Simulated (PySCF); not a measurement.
B3LYP has the VWN-RPA correlation part, as in Gaussian. Delta-SCF ions had no search for a lower state. Excitations are Tamm–Dancoff values on a coarser integration grid. The basis has no diffuse functions, so Rydberg states are missing or too high.

Z-matrix (Å, degrees):
```
Sn
O 1 1.9657
C 2 1.4064 1 121.22
H 3 1.1025 2 108.01 1 166.03
H 3 1.1048 4 107.84 2 122.38
H 3 1.1060 4 107.60 5 116.24
O 1 1.9657 2 105.91 3 -165.14
C 7 1.4064 1 121.23 2 40.49
H 8 1.1025 7 108.01 1 -166.09
H 8 1.1048 9 107.84 7 -122.38
H 8 1.1060 9 107.60 10 -116.24
O 1 1.9657 2 105.93 3 -40.42
C 12 1.4063 1 121.23 2 165.18
H 13 1.1025 12 108.01 1 -166.07
H 13 1.1048 14 107.84 12 -122.37
H 13 1.1060 14 107.60 15 -116.24
O 1 1.9658 2 116.85 3 77.25
C 17 1.4064 1 121.25 2 77.19
H 18 1.1025 17 108.01 1 166.06
H 18 1.1048 19 107.84 17 122.38
H 18 1.1060 19 107.60 20 116.24
```
Charge 0, spin multiplicity 1.

Q: Estimate the vertical ionisation energy (Delta-SCF), total energy, HOMO, S1 excitation (TDA) and LUMO that B3LYP-D3(BJ)/def2-TZVP // PBE0-D4/def2-SVP in PySCF returns for this input.

A: 
```json
{
  "vertical ionisation energy (Delta-SCF)": "9.47 eV",
  "total_energy": "-675.1549 Ha",
  "HOMO": "-7.71 eV",
  "S1 excitation (TDA)": "4.57 eV",
  "LUMO": "-1.97 eV"
}
```
